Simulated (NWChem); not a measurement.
SnH3OF; SMILES [OH][SnH2][F]

```xyz
6

Sn    -0.3009    -0.0091     0.0000
O      0.9591    -1.5293     0.0000
F      0.8697     1.5401     0.0000
H     -1.1656     0.0257    -1.4688
H     -1.1656     0.0257     1.4688
H      1.8747    -1.2240     0.0000
```
Atoms are numbered in this order, from 1.

Results from NWChem. Geometry: optimised at PBE0/def2-SVP. Not confirmed as a minimum by frequencies. def2 effective core potentials on Sn; no spin-orbit coupling. Ions are spin-unrestricted doublets at the neutral geometry; other ion states weren't tried.

For level CAM-B3LYP/def2-SVP:

```
Quantity                               Value
-------------------------------------  -----
vertical ionisation energy, ΔSCF (eV)  11.07
−ε(HOMO) (eV)                           9.84
```

### Question
What are these values for level PBE/def2-SVP?

### Answer
The vertical ionisation energy, ΔSCF (eV) comes out as 10.39 and the −ε(HOMO) (eV) is 6.68.
